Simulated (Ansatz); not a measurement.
Frontier orbitals of `[F][Ge]([F])([SiH3])[SiH3]`.

Total charge 0; spin multiplicity 1. Correlated methods include outer-core shells of Ge, which these sets cover unevenly. Scalar relativity is left out up to krypton. The geometry is a stationary point of PBE0-D4/def2-TZVP. Basis def2-TZVPP, the Gaussian-basis code of Ansatz.

Orbital energies of one run (eV). Highest occupied ones, from the top: -9.97, -12.26, -12.66, -12.66, -12.73, -12.91, -13.60, -13.93, -14.61, -14.63, -15.26, -17.23, -18.34, -19.49. Empty: 0.77, 1.03, 1.32, 2.44, 2.49, 2.60.

Which functional gave them?
A. PBE
B. B3LYP
C. ωB97M-V
D. r2SCAN

C. HOMO energies: ωB97M-V -9.97, B3LYP -7.81, PBE -6.86, r2SCAN -7.14 eV.

B3LYP here is the variant with VWN-RPA as its local correlation; programs differ in this.
